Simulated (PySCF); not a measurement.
Computed shifts of a molecule C3H5BFNO, KT2/pcSseg-1 in PySCF, GIAO, gas phase, equivalent atoms averaged, in ppm (number of nuclei): ¹³C: 223.8 (1), 166.0 (1), 63.1 (1). ¹⁵N: 495.9 (1). ¹⁹F: -95.7 (1). ¹H: 11.57 (1), 8.66 (1), 4.26 (3). References: ¹³C against TMS (σ = 185.1 ppm); ¹⁵N against NH3 (σ = 266.2 ppm); ¹¹B against BF3 (σ = 89.8 ppm); ¹⁹F against CFCl3 (σ = 127.1 ppm); ¹⁷O against H2O (σ = 330.4 ppm); ¹H against TMS (σ = 31.47 ppm), references at their B3LYP-D3(BJ)/def2-TZVP geometries, non-relativistic. Geometry: B3LYP-D3(BJ)/def2-SVP. Other conformers were not sampled.

Q: Identify the compound among the candidates.
A. COC1=NB(F)C1
B. CB(CF)OC#N
C. CC1=NB(CF)O1
D. C/N=C/B(F)C=O

A: D, C/N=C/B(F)C=O
